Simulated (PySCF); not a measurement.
System: sum formula SiN2H6 (charge 0, singlet). 
Geometry from a B3LYP-D3(BJ)/def2-TZVP (Ansatz) optimisation:
```xyz
9

Si     0.0195    -0.4378    -0.1029
N      1.3660     0.5720    -0.4677
N     -1.3998     0.1869     0.6462
H      0.5367    -1.4591     0.8334
H     -0.4283    -0.9755    -1.4059
H      1.9937     0.8943     0.2518
H      1.3509     1.2078    -1.2495
H     -1.4228     0.4074     1.6293
H     -2.0665     0.7416     0.1328
```

Dispersion corrections to the total energy (kcal/mol) from the dftd3 and dftd4 libraries through PySCF: D3(BJ) without and D4 with the three-body term, each with the damping fitted for the functional named.

```json
[
 {"functional": "TPSS", "D3(BJ)": "-4.24", "D4": "___"},
 {"functional": "BP86", "D3(BJ)": "-5.32", "D4": "-4.09"},
 {"functional": "TPSSh", "D3(BJ)": "-3.87", "D4": "___"},
 {"functional": "BLYP", "D3(BJ)": "-7.23", "D4": "-7.02"},
 {"functional": "B2PLYP", "D3(BJ)": "-2.74", "D4": "-2.17"},
 {"functional": "PW6B95", "D3(BJ)": "-1.66", "D4": "-2.84"},
 {"functional": "LC-wPBE", "D3(BJ)": "___", "D4": "-3.47"}
]
```

Q: Fill in the missing entries.

A: 
- TPSS, D4: -4.23
- TPSSh, D4: -3.82
- LC-wPBE, D3(BJ): -3.14
